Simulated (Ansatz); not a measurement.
CH3ClGa, charge +1, singlet, at a GFN2-xTB geometry (such geometries of metal compounds can be far from the true shape). Base run: PBE/def2-SV(P) (Ansatz, an electronic-structure program).

Ansatz was given this input:
Ansatz 0.2 input:
```yaml
crystal:
  periodic: [false, false, false]
  atoms:
    - {symbol: Ga, position_ang: [-0.02949605, 0.21092034, -0.17180108]}
    - {symbol: C, position_ang: [-0.25182895, 1.80077869, -1.46678940]}
    - {symbol: H, position_ang: [-1.09263920, 2.40726386, -1.11189005]}
    - {symbol: H, position_ang: [-0.45232670, 1.39490913, -2.46469233]}
    - {symbol: H, position_ang: [0.68104669, 2.37554123, -1.45535510]}
    - {symbol: Cl, position_ang: [0.19348649, -1.38358335, 1.12697102]}
basis:
  gaussian:
    orbitals: def2-SV_P_.json
hamiltonian:
  xc: pbe
total_charge: 1
```
The basis file holds def2-SV(P) in the JSON format of the Basis Set Exchange.

Variants of this job, named by their change:

```csv
change,ΔE vs base (mEh)
base,0.000
fitting.mean_field = cc-pVTZ-JKFIT,…
"final_grid = 6, 12, 29",0.010
"point_charge = charge:0.5 position_ang:4.3759, 0.3017, -5.1681",40.163
"final_grid = 4, 8, 17",…
"final_grid = 14, 28, 59",0.000
"point_charge = charge:1.0 position_ang:-0.0808, 0.266, -7.1295",78.723
"point_charge = charge:-1.0 position_ang:3.4627, -3.9579, -1.3978",-91.377
accuracy = high,0.001
nuclear_model = gaussian,7.519
lower_state_search = off,0.000
```

**Question.** Some entries are withheld; supply them.

**Answer.** 
- fitting.mean_field = cc-pVTZ-JKFIT, ΔE vs base (mEh): -0.114
- final_grid = 4, 8, 17, ΔE vs base (mEh): -0.196
